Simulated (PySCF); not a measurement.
## Excitation energy of Si⁺ by level of theory

Si⁺ [Ne] 3s2 3p1 (2P) → Si⁺ [Ne] 3s1 3p2 (4P), as a difference of total energies. Computed with PySCF 2.14 in x2c-TZVPPall with one added diffuse shell each of s, p, d type (6s6p4d1f, 51 functions), with the spin-free X2C one-electron Hamiltonian (Gaussian nucleus). Correlated levels: valence and next inner shell: 1s2 frozen. The calculations carry no spin-orbit coupling.

```csv
method,excitation energy (eV)
UHF,3.937
MP2 (valence and next inner shell),4.969
SCS-MP2 (valence and next inner shell),5.268
CCSD (valence and next inner shell),5.215
CCSD(T) (valence and next inner shell),5.264
```

Problem. How much does correlation contribute at CCSD(T) (valence and next inner shell)?

Solution. 5.264 − (3.937) = 1.327 eV, measured against UHF.

Errors of the correlated levels include the incompleteness of this basis and the frozen core.

For comparison: 5.308 eV (measured; NIST levels, between the centres of gravity of the two terms).
